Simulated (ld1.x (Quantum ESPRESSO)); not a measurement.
## Sb, TM: configuration errors across variants

| Quantity | Value |
| --- | --- |
| Element | Sb (Z = 51) |
| Generator | ld1.x (Quantum ESPRESSO) 7.5 |
| Type | norm-conserving Troullier–Martins (Kleinman–Bylander form) |
| Functional | LDA (PZ) |
| Relativity | scalar-relativistic |
| Frozen core | [Kr] 4d10 |
| Valence charge | 5 |
| Reference configuration | 5s2 5p1 (charge +2) |
| Partial waves | 5p (bound): rc 1.75 bohr; 5s (bound): rc 1.40 bohr |
| Local potential | the s channel |
| Core correction | Bessel-smoothed model core, default radius (core density twice the valence density) |

All-electron excitation energies from the reference (eV): (1) 5s2 5p3 -24.774; (2) 5s2 5p2 -16.253; (3) 5s2 5p0 24.785; (4) 5s1 5p4 -16.565; (5) 5s2 5p3.3 -25.981; (6) 5s2 5p2.5 -21.419; (7) 5s1 5p3 -7.435; (8) 5s2 5p1 spin -0.180; (9) 5s2 5p3 spin -25.866.

Spin tests fill each open shell by Hund’s rule, majority spin first.

2 further variants failed, have other tests or too few solved ones, and are left out.

A true bound ghost makes a file unfit for plane-wave use even where its test errors are small: the radial tests pick states by their node count and pass the ghost by.

Errors AE − PS in meV (a dash: test not solved or not reliable):

| change | (1) | (2) | (3) | (4) | (5) | (6) | (7) | (8) | (9) | bound ghosts |
| --- | --- | --- | --- | --- | --- | --- | --- | --- | --- | --- |
| base | -18 | -5.8 | -27 | -16 | -21 | -12 | -10.0 | -1.0 | -21 | p |
| wave 5s (bound): rc 1.40 bohr becomes 5s (bound): rc 1.20 bohr | -16 | -4.0 | -21 | -67 | -19 | -9.7 | -36 | +39 | +15 | p, s (extra level of the local part) |
| wave 5s (bound): rc 1.40 bohr becomes 5s (bound): rc 1.32 bohr | -16 | -4.4 | -22 | -41 | -19 | -10 | -29 | -0.3 | -18 | p |
| wave 5s (bound): rc 1.40 bohr becomes 5s (bound): rc 1.42 bohr | -18 | -5.8 | -27 | -16 | -21 | -12 | -10.0 | -1.0 | -21 | p |
| wave 5s (bound): rc 1.40 bohr becomes 5s (bound): rc 1.60 bohr | -18 | -6.6 | -33 | -2.0 | -20 | -13 | +0.6 | -1.3 | -19 | none |
| wave 5s (bound): rc 1.40 bohr becomes 5s (bound): rc 1.68 bohr | -18 | -6.8 | -34 | -1.2 | -20 | -13 | +1.3 | -1.3 | -19 | none |
| wave 5s (bound): rc 1.40 bohr becomes 5s (bound): rc 1.94 bohr | -19 | -7.3 | -35 | -1.1 | -21 | -14 | +1.7 | -1.3 | -20 | none |
| wave 5s (bound): rc 1.40 bohr becomes 5s (bound): rc 2.08 bohr | -18 | -6.8 | -34 | -0.9 | -19 | -13 | +1.3 | -1.3 | -18 | none |

Problem. Give the same row for: wave 5s (bound): rc 1.40 bohr becomes 5s (bound): rc 1.80 bohr.

Solution. -19, -7.2, -35, -1.1, -21, -14, +1.7, -1.3, -19; bound ghosts: none.
